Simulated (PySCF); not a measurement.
# Nuclear quadrupole coupling in (Me)3Si-O-SiH3

Species: (Me)3Si-O-SiH3, C₃H₁₂OSi₂.
Cartesian coordinates in Å at the PBE0-D3(BJ)/def2-SVP level; atoms count from 1:
```xyz
18
C3H12OSi2 angstrom
Si     0.397    0.044   -0.235
C      1.764   -1.056   -0.877
C      0.900    0.890    1.362
C     -0.112    1.310   -1.518
O     -0.917   -0.949    0.076
Si    -2.318   -1.047    0.941
H      1.439   -1.594   -1.781
H      2.661   -0.470   -1.132
H      2.050   -1.805   -0.122
H      1.776    1.541    1.211
H      0.083    1.517    1.754
H      1.161    0.150    2.135
H     -0.945    1.930   -1.151
H     -0.441    0.817   -2.446
H      0.725    1.983   -1.768
H     -3.289   -1.908    0.205
H     -2.066   -1.644    2.289
H     -2.926    0.309    1.136
```

Field gradients from the PBE0/pcSseg-1 density (PySCF, non-relativistic), principal values in atomic units, ordered |Vxx| ≤ |Vyy| ≤ |Vzz|:

```tsv
atom	Vxx	Vyy	Vzz
O5	-0.4340	-0.6809	1.1149
```

Problem. Find the asymmetry η = (Vxx − Vyy)/Vzz and the couplings χ = eQV/h (234.96 MHz × Q in barn × V in au), with Q(17O) = −0.0256 b.

Solution. 
```
atom            environment  nucleus     η  χzz (MHz)  χxx (MHz)  χyy (MHz)
  O5  oxygen bonded to 2 Si      17O  0.22      -6.71       2.61       4.10
```

Problem. What is Vzz at O5 in SI units (1 au = 9.71736 × 10²¹ V/m²)?

Solution. 1.1149 au = 10.834 × 10²¹ V/m².

Problem. What couplings would deuterons (Q(2H) = 0.00286 b) have in place of the hydrogens, at this geometry?

Solution. 
| atom | bonded to | bond length (Å) | Vzz (au) | η | χzz (kHz) |
| --- | --- | --- | --- | --- | --- |
| H7 | C2 | 1.101 | 0.2987 | 0.02 | 201 |
| H8 | C2 | 1.102 | 0.2982 | 0.01 | 200 |
| H9 | C2 | 1.101 | 0.2987 | 0.02 | 201 |
| H10 | C3 | 1.102 | 0.2983 | 0.02 | 200 |
| H11 | C3 | 1.102 | 0.2972 | 0.02 | 200 |
| H12 | C3 | 1.102 | 0.2978 | 0.02 | 200 |
| H13 | C4 | 1.102 | 0.2981 | 0.02 | 200 |
| H14 | C4 | 1.101 | 0.2985 | 0.02 | 201 |
| H15 | C4 | 1.102 | 0.2971 | 0.02 | 200 |
| H16 | Si6 | 1.492 | 0.1388 | 0.03 | 93 |
| H17 | Si6 | 1.495 | 0.1368 | 0.03 | 92 |
| H18 | Si6 | 1.498 | 0.1349 | 0.05 | 91 |

Isolated species at its PBE0-D3(BJ)/def2-SVP geometry, gas phase. With a basis this small, the couplings can be 20 % off.

The run behind these numbers computed NMR shieldings as well. Hardware: one thread of an Arm Neoverse V1, no GPU, shared host. Cost: 32 s wall (with the writing of density and orbital grids), 1.1 GiB resident at most.
